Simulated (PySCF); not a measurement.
SiEt(OAc)3, C8H14O6Si.
Geometry (PBE0-D3(BJ)/def2-SVP, Å), atoms numbered from 1 in this order:
```
atom  x, y, z in Å
Si1    0.0533    0.0287    0.3652
C2    -0.0358   -0.1796    2.1922
C3     0.8523   -1.2964    2.7364
H4    -1.0988   -0.3622    2.4229
H5     0.2281    0.7934    2.6367
H6     0.7412   -1.3956    3.8267
H7     0.5989   -2.2682    2.2862
H8     1.9170   -1.1035    2.5323
O9     1.6187    0.2233   -0.2478
C10    2.3917    1.2501    0.1488
C11    3.6999    1.2874   -0.5764
O12    2.0369    2.0301    0.9936
H13    4.3079    2.1218   -0.2108
H14    3.5137    1.3944   -1.6551
H15    4.2293    0.3340   -0.4344
O16   -0.7930    1.3547   -0.2407
C17   -2.1358    1.3254   -0.2920
C18   -2.7002    2.4504   -1.0954
O19   -2.7704    0.4545    0.2475
H20   -3.7900    2.4811   -0.9900
H21   -2.4295    2.2795   -2.1487
H22   -2.2464    3.4030   -0.7894
O23   -0.4412   -1.4184   -0.3361
C24   -0.9239   -1.5809   -1.5841
C25   -1.4022   -2.9806   -1.8139
O26   -0.9667   -0.6891   -2.3871
H27   -1.7051   -3.1065   -2.8589
H28   -2.2569   -3.1751   -1.1485
H29   -0.6129   -3.6979   -1.5487
```

The closed-shell ground state was solved at several levels (PySCF, density fitting, gas phase, non-relativistic).

| level | basis functions | total energy (Eh) | HOMO (eV) | LUMO (eV) | gap (eV) | dipole (D) |
| --- | --- | --- | --- | --- | --- | --- |
| B3LYP/def2-SVPD | 434 | -1053.7429 | -7.89 | -0.53 | 7.36 | 1.94 |
| KT2/pcSseg-1 | 332 | -1068.7465 | -6.55 | -1.19 | 5.36 | 1.79 |

Q: What might PBE0/pcSseg-1 (332 basis functions) give for the same quantities?

A: Total energy -1053.2730 Eh, HOMO -8.09 eV, LUMO -0.12 eV, gap 7.97 eV, dipole 1.85 D.

Q: Over all these levels, which gives the widest orbital gap and which the narrowest?

A: PBE0/pcSseg-1 (global hybrid, 25 % exact exchange) has the widest, 7.97 eV, and KT2/pcSseg-1 (GGA) the narrowest, 5.36 eV. The two share the basis. From the narrowest to the widest the HOMO moves by -1.54 eV and the LUMO by +1.07 eV.

Q: How far do the dipole and the HOMO energy spread over the levels?

A: The dipole runs from 1.79 to 1.94 D (mean 1.86 D) and the HOMO from -8.09 to -6.55 eV.

One conformer stands for the species.
